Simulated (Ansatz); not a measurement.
Abridged output of a molecular run in Ansatz:

```
Functional definition: HF
1604 factors; integrals over basis functions are off by at most 1.8e-3 eV
mean field evaluation 1: about -57128.4513 eV, gradient 3.3e1 eV
mean field evaluation 2: about -57128.5814 eV, gradient 3.3e1 eV
mean field evaluation 4: about -57131.5299 eV, gradient 3.8e0 eV
mean field evaluation 8: about -57131.5750 eV, gradient 3.9e-1 eV
mean field -57131.57538984 eV, -2099.5466704040 hartree, gradient 2.1e-6 eV, S^2 0.000000; 0 other end points of the search recorded, 0 dependent functions left out
16 core orbitals not correlated: weight in the atoms' cores, before any rotation towards them, 1.000 or more for the frozen orbitals, at most 0.000 for the correlated occupied ones
reference -57131.57538984 eV, -2099.5466704040 hartree; 15, 15 occupied and 235, 235 virtual orbitals, 1604 factors
second order -25.72923792 eV of doubles, -0.00000000 eV of singles
cycle   1  -24.86047068 eV  change    8.7e-1 eV  update   1.2e-1
cycle   2  -25.61992981 eV  change   -7.6e-1 eV  update   4.6e-2
cycle   3  -25.77659421 eV  change   -1.6e-1 eV  update   2.1e-2
cycle   4  -25.74816414 eV  change    2.8e-2 eV  update   4.5e-3
cycle   5  -25.74721170 eV  change    9.5e-4 eV  update   1.6e-3
cycle   6  -25.74809344 eV  change   -8.8e-4 eV  update   5.5e-4
cycle   7  -25.74786607 eV  change    2.3e-4 eV  update   2.2e-4
cycle   8  -25.74780761 eV  change    5.8e-5 eV  update   7.7e-5
cycle   9  -25.74786272 eV  change   -5.5e-5 eV  update   3.1e-5
cycle  10  -25.74787651 eV  change   -1.4e-5 eV  update   1.1e-5
perturbative correction -0.87914409 eV, -0.0323079494 hartree
Total energy: -57158.20241044 eV, -2100.5251953625 hartree
```

Its atoms:

Cartesian coordinates in Å:
```
C 0.1773 -0.6103 1.4691
C 0.1676 -0.6529 -0.0642
Al -0.2977 1.1172 -0.8017
Zn -0.1844 0.5117 -3.5375
H 0.9064 0.1111 1.8513
H 0.4321 -1.5813 1.9060
H -0.7990 -0.3261 1.8744
H 1.1494 -0.9707 -0.4309
H -0.5484 -1.4071 -0.4079
H 0.8261 2.2449 -0.9496
H -1.8294 1.5635 -0.9090
```

(1) Which basis set was used?
A. def2-SVP
B. def2-TZVPPD
C. def2-TZVPP
D. def2-QZVPP

(2) Write the keys of the input that set method, charge and spin (a neutral closed shell needs none for the last two).

Results:

(1) C. It gives 266 functions.

(2) 
```yaml
correlation: {method: ccsd_t, frozen_orbitals: {Al: 5, C: 1, H: 0, Zn: 9}}
```
